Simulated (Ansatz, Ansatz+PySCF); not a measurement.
```xyz
12

C     0.0000    0.0000   -0.6653
C     0.0000    0.0000    0.6653
H     0.0000   -0.9311   -1.2403
H     0.0000    0.9311   -1.2403
H     0.0000   -0.9311    1.2403
H     0.0000    0.9311    1.2403
C    30.0567    0.4511   -0.4858
C    29.9433   -0.4511    0.4858
H    30.9284    1.1083   -0.5612
H    29.2829    0.5735   -1.2499
H    30.7171   -0.5735    1.2499
H    29.0716   -1.1083    0.5612
```

Basis set: cc-pVDZ (spherical functions). Correlated methods keep 4 orbitals frozen. Charge 0, multiplicity 1.

Computed with Ansatz (development build ahead of 0.2.0); each method stands on the lowest determinant of its kind that the runs found. Restricted open shells among the atoms or ions are ROHF, correlated in semicanonical orbitals with singles. Restricted functionals stand beside restricted open-shell atoms, which can lie above the unrestricted atoms usual in DFT and then raise those values.

The atomization energy at this shape (free ground-state atoms in the same class of orbitals less the molecule, no zero-point energy) of singlet C₄H₈ in separate pieces:

```json
{"method": "ωB97X (restricted)", "atomization energy": "48.22 eV"}
{"method": "ωB97X (unrestricted)", "atomization energy": "47.96 eV"}
{"method": "r²SCAN (restricted)", "atomization energy": "48.41 eV"}
{"method": "r²SCAN (unrestricted)", "atomization energy": "48.11 eV"}
{"method": "PBE0 (restricted)", "atomization energy": "48.42 eV"}
{"method": "PBE0 (unrestricted)", "atomization energy": "48.24 eV"}
{"method": "PBE (restricted)", "atomization energy": "49.07 eV"}
{"method": "PBE (unrestricted)", "atomization energy": "48.94 eV"}
{"method": "RHF-MP2", "atomization energy": "45.83 eV"}
{"method": "UHF-MP2", "atomization energy": "45.79 eV"}
{"method": "RHF", "atomization energy": "36.89 eV"}
```

(1) What does UHF give?

Answers

(1) 36.44 eV. Caution for RHF-MP2, UHF-MP2: bonds are stretched, where a single reference can fail.
